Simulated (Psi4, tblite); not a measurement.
Two rigid molecules brought together: HF ··· H4Ge (SMILES F and [GeH4]). Monomers: optimised at B3LYP-D3(BJ) (def2-TZVP), held rigid. Orientation: a random orientation, not optimised. The monomers approach along the line of their centres of mass (distance R); nothing else relaxes.

Geometry at R = 3.61 Å (first 2 atoms: monomer A):
```
7

F      0.4622     0.0000     0.0000
H     -0.4622     0.0000     0.0000
Ge     3.7623    -0.4940    -1.2655
H      3.3459    -0.0263     0.1369
H      5.1426     0.0850    -1.6094
H      3.8289    -2.0282    -1.2947
H      2.7317    -0.0067    -2.2947
```

Methods: SCS-MP2/aug-cc-pVTZ = DF-SCS-MP2/aug-cc-pVTZ, frozen core, counterpoise-corrected (Psi4); GFN2-xTB (tblite); SAPT0/jun-cc-pVDZ, frozen core (Psi4).

Interaction energies in kcal/mol:

| R / Å | SCS-MP2/aug-cc-pVTZ | GFN2-xTB |
|---|---|---|
| 2.97 | 2.34 | -2.23 |
| 3.22 | 0.57 | -2.69 |
| 3.41 | 0.02 | -2.37 |
| 3.61 | -0.21 | -1.86 |
| 3.80 | -0.27 | -1.38 |
| 4.03 | -0.26 | -0.91 |
| 4.28 | -0.21 | -0.56 |
| 4.64 | -0.15 | -0.27 |
| 5.10 | -0.09 | -0.11 |
| 5.77 | -0.04 | -0.03 |
| 6.84 | -0.02 | -0.01 |
| 8.11 | -0.01 | 0.00 |

Q: What does SAPT0/jun-cc-pVDZ give at the same points?

A: 2.97: 2.55; 3.22: 0.75; 3.41: 0.16; 3.61: -0.11; 3.80: -0.20; 4.03: -0.21; 4.28: -0.18; 4.64: -0.13; 5.10: -0.08; 5.77: -0.04; 6.84: -0.02; 8.11: -0.01 (kcal/mol).
